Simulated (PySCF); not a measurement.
**J couplings in C5H10GeO**

Geometry:
```csv
atom,x (Å),y (Å),z (Å)
Ge1,2.183,0.143,-0.159
O2,1.092,1.402,-0.799
C3,-0.145,1.163,-1.365
C4,-0.688,-0.228,-1.646
C5,-1.266,0.621,-0.574
C6,-1.554,0.487,0.868
C7,-2.588,1.059,-0.082
H8,1.467,-0.706,0.910
H9,2.670,-0.758,-1.311
H10,3.332,0.956,0.448
H11,-0.387,1.930,-2.112
H12,-1.252,-0.383,-2.572
H13,-0.088,-1.094,-1.342
H14,-1.730,-0.512,1.278
H15,-1.049,1.178,1.550
H16,-2.794,2.133,-0.031
H17,-3.458,0.438,-0.318
```

Couplings: B3LYP/pcJ-1 (pcSseg-1 on Ge) (without the spin–dipole term) in PySCF 2.14, geometry PBE0-D3(BJ)/def2-SVP; gas phase, one conformer, non-relativistic. Couplings are averaged over pairs made equivalent by symmetry, fast rotation or ring inversion, so a value needn't be that of the named pair in this geometry, while other rotamers aren't included; one pair stands for each set, and the list holds a selection of those of at least 1.5 Hz over up to four bonds, among pairs with at least one C or H atom (others weren't computed).

Isotopes: $^{13}$C, $^{1}$H, $^{17}$O. Couplings to quadrupolar nuclei such as 17O and 33S are rarely resolved in practice.

```csv
pair,bonds,J (Hz)
"O2, C3",1,?
"C3, C4",1,11.6
"C3, C5",1,26.5
"C3, H11",1,191.9
"C4, C5",1,20.3
"C4, H12",1,?
"C4, H13",1,163.2
"C5, C6",1,21.7
"C5, C7",1,22.4
"C6, C7",1,12.3
"C6, H14",1,169.3
"C6, H15",1,169.6
"C7, H16",1,170.1
"C7, H17",1,168.0
"O2, H11",2,-19.8
"C3, H13",2,?
"C4, C6",2,?
"C5, H13",2,?
"H8, H9",2,24.1
"H16, H17",2,-4.2
"O2, H13",3,-2.7
"C3, H16",3,4.8
"C4, H15",3,2.5
"C4, H16",3,?
"C4, H17",3,?
"H15, H16",3,?
```

Question: Estimate the withheld couplings, with signs.

Answer: 
- $^{1}J$(O2,C3) = 27.4 Hz (bond length 1.381 Å)
- $^{1}J$(C4,H12) = 168.4 Hz (bond length 1.095 Å, sp3 carbon)
- $^{2}J$(C3,H13) = -3.1 Hz (angle at C4 118°)
- $^{2}J$(C4,C6) = -2.0 Hz (angle at C5 137°)
- $^{2}J$(C5,H13) = -3.4 Hz (angle at C4 118°)
- $^{3}J$(C4,H16) = 2.5 Hz (dihedral angle 122°)
- $^{3}J$(C4,H17) = 5.4 Hz (dihedral angle 23°)
- $^{3}J$(H15,H16) = 9.9 Hz (dihedral angle 1°)

Relativistic effects of the heavier atoms present are left out.
